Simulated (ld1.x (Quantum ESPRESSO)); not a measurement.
# Pseudopotential generation for aluminium: RRKJ, PBE, scalar-relativistic.

ld1.x (Quantum ESPRESSO) 7.5 input, shortened:

```
&input
   title='Al', zed=13., rel=1, dft='PBE', iswitch=3,
   config='[Ne] 3s2 3p1 3d-2'
 /
 &inputp
   pseudotype=2, tm=.false., rho0=0.02, lloc=-1, rcloc=1.40,
   nlcc=.false.
 /
3
3S  1  0   2.00   0.00  1.45  1.45  0.0
3P  2  1   1.00   0.00  2.75  2.75  0.0
3D  3  2  -2.00   0.15  2.65  2.65  0.0
 &test
   configts(1)='3s2 3p1'
 /
```

Task: Does the generator finish with these settings?

Result: No. ld1.x (Quantum ESPRESSO) 7.5 stopped with "compute_chi: n is too large": the Bessel-function wave could not be built (negative determinant in compute_phi), and the routine for χ then failed on it.
